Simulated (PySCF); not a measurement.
Several compounds and their computed core spectra got separated.

Computed, not measured: PySCF, delta-SCF UKS SCAN, pcX-2 on the ionised atom, pcseg-1 elsewhere, spin-free X2C. Geometries: PBE0-D3(BJ)/def2-SVP; isolated species, one conformer each.

Line lists (1s up to Mg, 2p3/2 beyond, nothing for Br, Ge or Se; areas count atoms within a level, one atom standing for each set equivalent by bonding):
1. Si 2p3/2: 108.00 eV
2. C 1s: 290.27 eV; P 2p3/2: 136.29 eV
3. C 1s: 291.20 eV; N 1s: 405.59 eV; O 1s: 537.78 eV; Si 2p3/2: 107.02 eV
4. C 1s: 290.31 (area 1), 290.39 (area 1), 290.44 (area 1), 290.44 (area 1), 290.46 (area 1), 290.49 (area 1), 290.59 (area 1), 292.36 (area 1) eV; F 1s: 691.70 eV

Structures:
A. `[Se]([GeH2][CH3])[GeH2][PH2]`
B. `NC[SiH2]O`
C. `Br[SiH3]`
D. `F[C@@]12CCC[C@@H](CC1)C2`

Q: Which list belongs to which compound?

A: 
- 1 = C: no other candidate has this set of levels. Si 2p3/2: 108.00 SiH3 silicon.
- 2 = A: no other candidate has this set of levels. C 1s: 290.27 sp3 carbon bound to germanium; P 2p3/2: 136.29 three-coordinate phosphorus.
- 3 = B: no other candidate has this set of levels. C 1s: 291.20 sp3 carbon bound to nitrogen; N 1s: 405.59 primary amine nitrogen; O 1s: 537.78 silanol oxygen; Si 2p3/2: 107.02 oxygen-bound silicon.
- 4 = D: no other candidate has this set of levels. C 1s: 290.31 ring CH2 carbon, 290.39 ring CH2 carbon, 290.44 ring CH2 carbon, 290.44 ring CH2 carbon, 290.46 ring CH2 carbon, 290.49 sp3 carbon at a ring junction, 290.59 ring CH2 carbon, 292.36 sp3 C–F carbon; F 1s: 691.70 alkyl fluorine.

For 2p shells one spin-free hole was relaxed; a mean-field spin–orbit operator and the ground-state splitting of the three 2p orbitals were then diagonalised within the shell. The shell's mean is (2 × 2p3/2 + 2p1/2)/3, and the degeneracies 2j + 1 give areas of 2:1.
